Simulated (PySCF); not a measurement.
# Working out the excitation energy of Te⁺

Te⁺ [Kr] 4d10 5s2 5p3 (4S) → Te⁺ [Kr] 4d10 5s1 5p3 5d1 (6D). Computed with PySCF 2.14 in aug-cc-pVDZ-PP with ECP28MDF (5s4p3d, 32 functions), with a scalar-relativistic core potential. Frozen: 4s2 4p6 4d10. Energies in hartree (1 hartree = 27.21139 eV):

| part | Te⁺ (lower) | Te⁺ (upper) |
| --- | --- | --- |
| UHF | -266.715443 | -266.133020 |
| MP2 opposite-spin | -0.035034 | 0.000000 |
| MP2 same-spin | -0.012950 | -0.011762 |

Question: What does Hartree-Fock give?

Answer: (-266.133020) − (-266.715443) = 0.582423 hartree = 15.849 eV.

Question: What do MP2 and SCS-MP2 (6/5 opposite-spin, 1/3 same-spin) give?

Answer: The opposite-spin parts differ by 0.953 eV and the same-spin parts by 0.032 eV. MP2: 15.849 + (0.953) + (0.032) = 16.834 eV. SCS-MP2: 15.849 + 1.2 × (0.953) + (0.032)/3 = 17.003 eV.

A double-zeta basis recovers only part of the correlation energy.
